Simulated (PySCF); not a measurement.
**Magnetisability: SMILES C#C[C@@]12C[C@@H]1[C@H]2C=C, C₈H₈**

Cartesian coordinates in Å; atom numbers follow the order of the lines, from 1:
```xyz
16

C    -2.1776    2.0770    0.2919
C    -1.6113    1.0182    0.2615
C    -0.9317   -0.2026    0.2544
C    -1.4025   -1.6304    0.2573
C    -0.4380   -1.1590   -0.7808
C     0.5494   -0.5244    0.1581
C     1.4594    0.5132   -0.3518
C     2.6984    0.6850    0.0778
H    -2.6785    2.9972    0.3206
H    -2.4242   -1.8195   -0.0476
H    -1.0506   -2.2907    1.0429
H    -0.4786   -1.1753   -1.8487
H     0.9728   -1.1500    0.9419
H     1.0453    1.1583   -1.1162
H     3.1242    0.0530    0.8398
H     3.3359    1.4590   -0.3125
```

Level of theory: GIAO HF/pcSseg-1 magnetisability, rotational g tensor and spin-rotation constants, non-relativistic, gas phase in PySCF. Geometry: GFN2-xTB.

What are the magnetisability and the molar susceptibility?

Isotropic -1391 × 10⁻³⁰ J/T², or -83.8 × 10⁻⁶ cm³/mol; principal values -1452, -1376, -1345 × 10⁻³⁰ J/T², anisotropy 95 × 10⁻³⁰ J/T² (root of half the summed squared differences of the principal values). The susceptibility is in cgs units.

Split it along the inertial axes a, b, c into diamagnetic and paramagnetic parts about the centre of mass, with the quadrupole moment.


```csv
axis,χ (10⁻⁶ cm³/mol),diamagnetic (10⁻⁶ cm³/mol),paramagnetic (10⁻⁶ cm³/mol),summed x² of all electrons (Å²),quadrupole Θ (D Å)
a,-84.5,-504.2,419.7,166.5,+0.16
b,-85.7,-804.7,719.0,95.7,+2.36
c,-81.0,-1112.2,1031.1,23.2,-2.52
```
Anisotropies 2χaa − χbb − χcc = -2.2 and 2χbb − χaa − χcc = -6.0 × 10⁻⁶ cm³/mol. Θ is traceless in Buckingham's convention.

And the rotational g tensor?


```tsv
axis	rotational constant (GHz)	g	nuclear part	electronic part
a	3.0306	+0.0019	0.5995	-0.5976
b	1.7188	+0.0011	0.5817	-0.5806
c	1.1901	-0.0003	0.5762	-0.5765
```
Asymmetric top; isotopes 12C, 1H; no vibrational averaging.
